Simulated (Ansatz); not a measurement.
Geometry optimisation of the cluster AlGaAs2.

```yaml
crystal:
  periodic: [false, false, false]
  atoms:
    - {symbol: Al, position_ang: [-2.345370, -0.132240, 0.188360]}
    - {symbol: Ga, position_ang: [2.428330, 0.143150, -0.145760]}
    - {symbol: As, position_ang: [0.023410, -1.138000, -0.018710]}
    - {symbol: As, position_ang: [-0.106370, 1.127100, -0.023890]}
basis:
  gaussian: {orbitals: def2-SVP}
hamiltonian: {xc: r2scan, dispersion: d4}
scf: {lower_state_search: "off"}
output: {orbitals: {seedname: orbitals}}
relax: {f_tol: 0.02, max_steps: 100}
```

```sh
$ ansatz run in.yaml --threads 4 --pin off --events-out ev --progress --plain --max-ram 4787MiB
```

Shortened log:

```
Functional definition: r2SCAN
  name "r2SCAN"
  cite "Furness, Kaplan, Ning, Perdew & Sun, J. Phys. Chem. Lett. 11, 8208 (2020) doi:10.1021/acs.jpclett.0c02405"
  cite "Furness, Kaplan, Ning, Perdew & Sun, J. Phys. Chem. Lett. 11, 9248 (2020) doi:10.1021/acs.jpclett.0c03077"
  parent r2scan
  parameter k0 = 0.174
  parameter k1 = 0.065
  parameter a1 = 4.9479
  exchange = r2scan_x(k0 = k0, k1 = k1, a1 = a1)
  correlation = r2scan_c
these checks for a lower state are left out or cut short: stability, starts, cluster_reference, orbital_swaps, neighbouring_geometries, increment
mean field -180633.77705392 eV, -6638.1688687601 hartree, gradient 9.1e-6 eV, S^2 0.000000; 0 other end points of the search recorded, 0 dependent functions left out
the calculation of the forces begins
relax step   1: F+E_penalty+E_count = -180633.81625317 eV  Δ(F+E_penalty+E_count) = +0.000e0 eV  max|allowed force component| = 4.020e-1 eV/Å  Δτ_max = 0.0000 Å  (15 SCF iters, accepted)
these checks for a lower state are left out or cut short: stability, starts, cluster_reference, orbital_swaps, neighbouring_geometries, increment
mean field -180633.80214659 eV, -6638.1697908986 hartree, gradient 2.1e-6 eV, S^2 0.000000; 0 other end points of the search recorded, 0 dependent functions left out
the calculation of the forces begins
relax step   2: F+E_penalty+E_count = -180633.84122880 eV  Δ(F+E_penalty+E_count) = -2.498e-2 eV  max|allowed force component| = 4.883e-2 eV/Å  Δτ_max = 0.0460 Å  (20 SCF iters, accepted)
these checks for a lower state are left out or cut short: stability, starts, cluster_reference, orbital_swaps, neighbouring_geometries, increment
mean field -180633.80270533 eV, -6638.1698114318 hartree, gradient 1.5e-6 eV, S^2 0.000000; 0 other end points of the search recorded, 0 dependent functions left out
the calculation of the forces begins
relax step   3: F+E_penalty+E_count = -180633.84178068 eV  Δ(F+E_penalty+E_count) = -5.519e-4 eV  max|allowed force component| = 5.047e-3 eV/Å  Δτ_max = 0.0088 Å  (21 SCF iters, accepted)
Total energy: -180633.84179068 eV, -6638.1712477919 hartree
Atom 0 at    -2.357493    -0.135575     0.170327 Å, force     0.005047    -0.000151    -0.004300 eV/Å
Atom 1 at     2.378511     0.137173    -0.161363 Å, force     0.004474    -0.000296    -0.004148 eV/Å
Atom 2 at     0.055469    -1.143813    -0.001872 Å, force    -0.004766     0.002513     0.004213 eV/Å
Atom 3 at    -0.076487     1.142225    -0.007091 Å, force    -0.004755    -0.002067     0.004235 eV/Å
Dipole moment:     0.169838     0.009866    -0.012661 e Å
Checks for a lower state left out: stability, starts, cluster_reference, orbital_swaps, neighbouring_geometries, increment
```

Run time 6 s (4 threads of Arm Neoverse V2 on a shared host).

The structure comes from a short search, and lower isomers may exist.
